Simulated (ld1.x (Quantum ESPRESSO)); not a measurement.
Transferability test, RRKJ potential for hafnium (Hf)

hafnium, norm-conserving RRKJ (Kleinman–Bylander form), made with ld1.x (Quantum ESPRESSO) 7.5 (PW91, fully relativistic). Core [Kr] 4d10 4f14, reference 5s2 5p6 5d2 6s2 6p0. Waves: 5s (bound): rc 1.60 bohr; 5d (bound): rc 2.85 bohr; 5p (bound): rc 1.20 bohr. Local part: the p channel. Core correction: Bessel-smoothed model core, default radius (core density twice the valence density).

Open shells are filled in proportion to 2j + 1 (rel_dist='average').

Occupied shells without a wave of their own: 6s. They enter only through the test configuration that unscreens the potential, and ld1.x also counts them in the model core charge.

Energies are relative to the spin-unpolarised reference configuration 5s2 5p6 5d2 6s2 6p0; without spin polarisation the order of configurations can differ from experiment. The p channel is local and has no spin–orbit splitting in the pseudo-atom. The frozen-core shift is the all-electron ΔE with the core orbitals held at their reference shape minus the fully relaxed ΔE.

ld1.x takes every shell without a wave as core, so the model core holds the 6s electrons as well and exchange and correlation see them twice. This cancels in the reference configuration, but the file is broken for other ones, and its errors say nothing about a proper core correction.

| valence configuration | charge | ΔE all-electron (eV) | error AE − PS (meV) | frozen-core shift (meV) |
| --- | --- | --- | --- | --- |
| 5s2 5p6 5d2 6s1 6p0 | +1 | 8.034 | -383 | +0.8 |
| 5s2 5p6 5d2 6s0 6p0 | +2 | 22.257 | -1233 | +6.1 |
| 5s2 5p6 5d1 6s0 6p0 | +3 | 44.109 | -1886 | +67 |
| 5s1 5p6 5d2 6s2 6p0 | +1 | 73.052 | -444 | +309 |
| 5s2 5p6 5d2 6s0 6p1 | +1 | 12.699 | -686 | +2.4 |
| 5s2 5p6 5d2 6s0 6p2 | 0 | 7.852 | -582 | +1.8 |
| 5s2 5p6 5d3 6s0 6p0 | +1 | 10.033 | -677 | +5.0 |

These tests converged, but a pseudo level misses the all-electron one widely, so the file describes the atom poorly there or has found another state: 5s2 5p6 5d2 6s1 6p0: 5p by 5.1 eV; 5s2 5p6 5d2 6s0 6p0: 5p by 4.8 eV; 5s2 5p6 5d1 6s0 6p0: 5p by 4.8 eV; 5s1 5p6 5d2 6s2 6p0: 5p by 5.1 eV; 5s2 5p6 5d2 6s0 6p1: 5p by 5.1 eV; 5s2 5p6 5d2 6s0 6p2: 5p by 5.3 eV; 5s2 5p6 5d3 6s0 6p0: 5p by 4.9 eV.

A Bessel basis up to 400 Ry misses an occupied level by 1.62 Ry, so cutoffs and ghosts were not judged. The potential misses its own reference levels by up to 5.4 eV, so it is not fit for use.
